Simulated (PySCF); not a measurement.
A structure optimised at PBE-D3(BJ)/def2-SVP, used in a PySCF frequency run:

```xyz
6

Se     0.4993     0.9231     0.0000
Br    -0.1252    -1.3488     0.0000
C     -1.2947     1.7012     0.0000
H     -1.1321     2.7988     0.0000
H     -1.8464     1.4078    -0.9118
H     -1.8464     1.4078     0.9118
```

Write its SMILES, formula and point group.

C[Se]Br, CH3BrSe, Cs

What are its rotational constants (standard atomic weights)?

10.248, 1.9313, 1.6427 GHz
